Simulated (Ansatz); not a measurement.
Reactions of C4H7F, SMILES `CC=CCF`.

Isolated molecules relaxed with PBE0-D4/def2-TZVP in Ansatz; ΔE leaves out vibrations. CBS: MP2 limit from def2 TZ/QZ plus the TZ coupled-cluster correction, frozen cores. This one scheme is used for every species, atoms too. Double bonds are as drawn, so ΔE can hold a change between cis and trans. Functionals use def2-TZVPP. Open shells (•) are unrestricted, without spin–orbit coupling. Spin–orbit coupling would lower the free atoms: a little for C, F. Bonds to Ge are less sure, by a few kJ/mol each and by 10 to 20 or more in all where they break to atoms, as the def2 sets lack core-valence functions. Scalar relativity is left out up to krypton. Each species was taken in one conformer, which may not be the lowest.

| reaction | CCSD(T)/CBS(def2) (kJ/mol) |
| --- | --- |
| `C/C=C/CF` + `O[SiH2]CS` → `CO[SiH2]CS` + `C=CCF` | 68 |
| `C/C=C/CF` + H–F → `F/C=C\CF` + CH₄ | 43 |
| `C/C=C/CF` → `C/C=C\F` + `[CH2]` (triplet) | ? |
| `C/C=C/CF` → `C=CC` + `[CH]F` | 376 |
| `C/C=C/CF` → 4 C• + F• + 7 H• | ? |
| `C/C=C/CF` + `CC` → `C/C=C/CCC` + H–F | -51 |
| `C/C=C/CF` → `FC1CCC1` | 5 |
| `C/C=C/CF` → `C/C=C(/C)F` | ? |
| `C/C=C/CF` + `[NH2][GeH2][OH]` → `[OH][GeH2][NH]CF` + `C=CC` | -5 |
| `C/C=C/CF` + HCl → `C/C=C/CCl` + H–F | -30 |

Problem. Fill in the missing values. (Best estimate.)

Solution. The calculation gave: `C/C=C/CF` → `C/C=C\F` + `[CH2]` (triplet): +433.1 kJ/mol; `C/C=C/CF` → 4 C• + F• + 7 H•: +4864.1 kJ/mol; `C/C=C/CF` → `C/C=C(/C)F`: -25.4 kJ/mol.

Largest T1 diagnostic: 0.018, for `[CH]F`.
